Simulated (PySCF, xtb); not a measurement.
CH₁₀N₂Si₃, SMILES N[Si@@H]1N[SiH2]C[SiH2]1.

GFN2-xTB run with xtb at its own geometry gives an orbital gap of 4.47 eV and a dipole moment of 1.77 D.

Coordinates come from a PBE0-D3(BJ)/def2-SVP optimisation. The structure was generated by enumeration; whether it is a known compound was not checked. The values are those of a single conformer.

Problem. What does PBE/def2-TZVP (PySCF) give? (Estimate from the structure and the level; the computed values follow.)

Solution. gap 5.04 eV (levels -5.78 and -0.74 eV), dipole 1.83 D.
